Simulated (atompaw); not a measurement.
## Ranking PAW (atompaw) potentials for palladium

All share these settings but for the change named:

palladium (Pd), PAW, made with atompaw 4.2.0.5 (PBE, scalar-relativistic). Core [Ar] 3d10, reference 4s2 4p6 4d7 5s0 5p0 (charge +3). Waves: 4s (bound): rc 1.45 bohr; 5s (bound, empty): rc 2.00 bohr; 4p (bound): rc 1.55 bohr; 5p (bound, empty): rc 2.00 bohr; 4d (bound): rc 2.00 bohr; 4d channel at -2.15 Ry: rc 2.00 bohr. Local part: bessel scheme, radius 1.65 bohr. Core correction: smooth core density matched at 1.10 bohr. Augmentation charge: sinc compensation charge, radius 1.90 bohr; PAW radius 2.00 bohr; waves and projectors: custom polynom2 7 10 vanderbiltortho.

Cutoff: the first of the cutoffs (Ry, on a coarse ladder) from which the occupation-weighted sum of valence levels, in a spherical-Bessel basis at the reference potential, stays within 10 and 1 mRy of its value at 400 Ry; the density cutoff is not measured.

The base gives 35 Ry.

Of 7 variants that were run, those that failed, showed a ghost or another fault, or gave nearly equal values are left out.

A variant can come out equal or close to the base.

(1) Rank these variants from softest to hardest (loose cutoff).
A. all radii scaled by about 0.75 (s 1.10, p 1.16, d 1.50 bohr); local potential bessel scheme, radius 1.24 bohr; augmentation sinc compensation charge, radius 1.44 bohr; PAW radius 1.50 bohr; waves and projectors: custom polynom2 7 10 vanderbiltortho; core correction smooth core density matched at 0.82 bohr
B. all radii scaled by about 1.14 (s 1.66, p 1.76, d 2.28 bohr); local potential bessel scheme, radius 1.88 bohr; augmentation sinc compensation charge, radius 2.16 bohr; PAW radius 2.28 bohr; waves and projectors: custom polynom2 7 10 vanderbiltortho; core correction smooth core density matched at 1.26 bohr
C. all radii scaled by about 1.23 (s 1.78, p 1.90, d 2.46 bohr); local potential bessel scheme, radius 2.02 bohr; augmentation sinc compensation charge, radius 2.34 bohr; PAW radius 2.46 bohr; waves and projectors: custom polynom2 7 10 vanderbiltortho; core correction smooth core density matched at 1.36 bohr
D. all radii scaled by about 0.89 (s 1.30, p 1.38, d 1.78 bohr); local potential bessel scheme, radius 1.48 bohr; augmentation sinc compensation charge, radius 1.70 bohr; PAW radius 1.78 bohr; waves and projectors: custom polynom2 7 10 vanderbiltortho; core correction smooth core density matched at 0.98 bohr
E. all radii scaled by about 0.82 (s 1.20, p 1.28, d 1.64 bohr); local potential bessel scheme, radius 1.36 bohr; augmentation sinc compensation charge, radius 1.56 bohr; PAW radius 1.64 bohr; waves and projectors: custom polynom2 7 10 vanderbiltortho; core correction smooth core density matched at 0.90 bohr

## Answers

(1) B (25 Ry), C (35 Ry), D (160 Ry), E (200 Ry), A (260 Ry).
